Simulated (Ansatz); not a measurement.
Consider the cleavage of the Sn–Ge bond: `[OH][GeH2][SnH3]` + `C[SeH]` → `C[Se][SnH3]` + `[OH][GeH3]`.

Program: Ansatz. Geometries: PBE0-D4/def2-TZVP. ΔE: electronic, gas phase. CCSD(T)/CBS is the MP2 limit (def2-TZVPP, def2-QZVPP) plus CCSD(T) − MP2 in def2-TZVPP, frozen cores. DFT in def2-TZVPP. B3LYP here is the variant with VWN-RPA as its local correlation; programs differ in this. HSE06 is defined as in plane-wave codes. Elements past krypton have def2 core potentials. For Ge, Se, Sn outer-core shells are correlated without core-valence functions, which leaves a few kJ/mol of doubt a bond. Scalar relativity is left out up to krypton. One conformer a species, not always the lowest.

```tsv
level	ΔE (kJ/mol)	difference from CCSD(T)/CBS
LDA (SPW92)	-21.9	13.6
PBE-D4	-25.9	9.6
revPBE-D4	-28.5	7.0
BLYP-D4	-28.2	7.3
r2SCAN-D4	-30.7	4.8
B97M-V	-36.3	-0.8
PBE0-D4	-29.3	6.2
B3LYP-D4	-30.5	5.0
r2SCANh-D4	-31.2	4.3
r2SCAN0-D4	-32.0	3.5
BHLYP-D4	-35.2	0.3
CAM-B3LYP-D4	-30.5	5.0
ωB97X-V	-32.3	3.2
ωB97M-V	-31.2	4.3
B2PLYP	-31.5	4.0
PBE-QIDH	-33.3	2.2
PBE	-24.3	11.2
revPBE	-24.8	10.7
r2SCAN	-30.4	5.1
PBE0	-28.0	7.5
B3LYP	-27.9	7.6
r2SCANh	-30.9	4.6
r2SCAN0	-31.6	3.9
HSE06	-28.2	7.3
BHLYP	-32.9	2.6
CAM-B3LYP	-29.2	6.3
LC-ωPBE	-30.1	5.4
RPA@PBE/def2-TZVPP	-30.0	5.5
HF/def2-SVP	-39.2	-3.7
MP2/def2-SVP	-39.1	-3.6
CCSD/def2-SVP	-32.6	2.9
CCSD(T)/def2-SVP	-32.3	3.2
HF/def2-TZVPP	-41.6	-6.1
MP2/def2-TZVPP	-35.9	-0.4
SCS-MP2/def2-TZVPP	-36.2	-0.7
CCSD(T)/def2-TZVPP	-31.1	4.4
HF/def2-QZVPP	-42.4	-6.9
SCS-MP2/def2-QZVPP	-39.0	-3.5
MP2/CBS(def2)	-40.3	-4.8
CCSD/CBS(def2)	-35.2	0.3
CCSD(T)/CBS	-35.5	0
```

Question: What do rigid-rotor, harmonic-oscillator terms from PBE0-D4/def2-TZVP frequencies (298.15 K, 1 bar) make of the CCSD(T)/CBS value? (Best estimate.)

Answer: Ansatz gave: ΔZPE = +1.4 kJ/mol, ΔH = -34.9 kJ/mol, ΔS = -2 J/(mol·K), ΔG = -34.1 kJ/mol.

Largest T1 diagnostic among the species: 0.013.

From BLYP to BHLYP (50 % exact exchange), in def2-TZVPP and without D4, ΔE moves by −8.1 kJ/mol. Leaving LDA and LC-ωPBE aside and taking each functional with its dispersion term where it has one, the values spread over 10.4 kJ/mol, from B97M-V to PBE-D4. In def2-TZVPP, CCSD(T) changes the Hartree–Fock value by +10.5 kJ/mol (the triples alone add −0.3 kJ/mol) and MP2 by +5.7 kJ/mol.
